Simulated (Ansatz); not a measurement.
Start from `FC(F)(F)[SeH]` and change one atom or group to get `[F][GeH2][O]C(F)(F)F`.

Ansatz, PBE0-D4/def2-TZVP geometries, multiplicity 1. Each molecule was computed in one conformer, which needn't be the lowest.

Scalar relativity is left out up to krypton.

| property | `FC(F)(F)[SeH]` |
| --- | --- |
| size of the dipole moment (ωB97M-V/def2-TZVPP) / D | 1.41 |
| HOMO–LUMO gap (PBE/def2-TZVPP) / eV | 4.66 |
| LUMO energy (B3LYP/def2-TZVPP) / eV | -1.11 |
| LUMO energy (PBE/def2-TZVPP) / eV | -1.72 |
| HOMO–LUMO gap (ωB97M-V/def2-TZVPP) / eV | 11.12 |
| LUMO energy (ωB97M-V/def2-TZVPP) / eV | 1.21 |

Give the same properties after the change, and the shifts. (Estimate.)

The calculation gave: 
```
                                          property  `[F][GeH2][O]C(F)(F)F`  shift
size of the dipole moment (ωB97M-V/def2-TZVPP) / D                    3.28   1.87
               HOMO–LUMO gap (PBE/def2-TZVPP) / eV                    7.35   2.69
               LUMO energy (B3LYP/def2-TZVPP) / eV                   -0.53   0.58
                 LUMO energy (PBE/def2-TZVPP) / eV                   -1.13   0.59
           HOMO–LUMO gap (ωB97M-V/def2-TZVPP) / eV                   14.14   3.02
             LUMO energy (ωB97M-V/def2-TZVPP) / eV                    1.61   0.40
```

With PBE0 the HOMO falls by 2.54 eV and the LUMO rises by 0.58 eV, so the gap widens by about 3.12 eV. PBE moves the HOMO by -2.10 eV and ωB97M-V by -2.62 eV. Dipoles are sizes alone; their direction can turn.

B3LYP here is the variant with VWN-RPA as its local correlation; programs differ in this.

Spin–orbit coupling is left out; it splits and shifts lone-pair levels of the heavy atoms by tenths of an eV.
